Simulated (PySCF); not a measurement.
## What went wrong, or what changed?

The sound run of [Gd(H2O)3]3+ (singlet in the valence; each metal's 4f electrons, 7 of them, lie in its core potential, out of spins and levels) uses PySCF 2.14.0, RKS TPSS, Gd lcecp-1-SVP with ECP53, O def2-SVP, H def2-SVP; non-relativistic Hamiltonian with scalar-relativistic core potentials where named; density fitting; no spin-orbit coupling, grid (50, 194), threshold 1e-8 and 55 cycles at the relaxed geometry. This run differs:

```python
mol = gto.M(atom='''
Gd     0.00000     0.00000    -0.00000
O      2.28523     0.00001    -0.00000
H      2.90718     0.77545     0.08531
H      2.90719    -0.77543    -0.08531
O     -1.14262     1.97906     0.00000
H     -2.12515     2.12997     0.08531
H     -0.78205     2.90541    -0.08531
O     -1.14261    -1.97907     0.00000
H     -0.78203    -2.90542     0.08531
H     -2.12513    -2.12998    -0.08531''',
    basis={'Gd': 'lcecp-1-SVP', 'O': 'def2-SVP', 'H': 'def2-SVP'},
    ecp={'Gd': 'lcecp-1-SVP'},
    charge=3, spin=0)
mf = dft.RKS(mol, xc='TPSS')
mf.grids.atom_grid = (50, 194)  # f atoms: unpruned, at least (60, 302)
mf = mf.density_fit()  # fitting sets: Gd AutoAux, O def2-universal-JKFIT, H def2-universal-JKFIT
mf.conv_tol = 1e-08; mf.max_cycle = 68
mf.kernel(mf.get_init_guess(key='1e'))
mf.nuc_grad_method().kernel()
```

What was changed, and how did it end?

The start was changed to the bare core Hamiltonian. It converged in 13 cycles, 0.000 eV from the sound run, largest force component 0.01 eV/Å. The cycle limit differs too. No harm here: the result survives it.
```
init E= -242.279538441776
cycle= 1 E= -234.7007887497  delta_E= 7.58  |g|= 6.31  |ddm|= 13.2
cycle= 2 E= -224.251584353076  delta_E= 10.4  |g|= 9.98  |ddm|= 13.7
cycle= 3 E= -258.078890350987  delta_E= -33.8  |g|= 5.24  |ddm|=  8.5
cycle= 4 E= -262.274817995625  delta_E= -4.2  |g|= 2.83  |ddm|= 2.35
cycle= 5 E= -263.225805398074  delta_E= -0.951  |g|= 1.96  |ddm|= 1.49
...
cycle= 11 E= -263.964658846285  delta_E= -2.83e-06  |g|= 0.000332  |ddm|= 0.00383
cycle= 12 E= -263.964658868015  delta_E= -2.17e-08  |g|= 8.95e-05  |ddm|= 0.000264
cycle= 13 E= -263.964658868884  delta_E= -8.69e-10  |g|= 5.99e-05  |ddm|= 9.44e-05
Extra cycle  E= -263.964658866875  delta_E= 2.01e-09  |g|= 0.000119  |ddm|= 0.000111
converged SCF energy = -263.964658866875
```

Run from Python with OMP_NUM_THREADS=2; the lines above give its settings.
It took 7.1 s on 2 threads of Arm Neoverse V2, with other jobs on the host.

No frequency check is given that shows the relaxed geometry to be a minimum. An lcecp potential fixes the number of 4f electrons, so in runs with it no electron can move into or out of that shell.
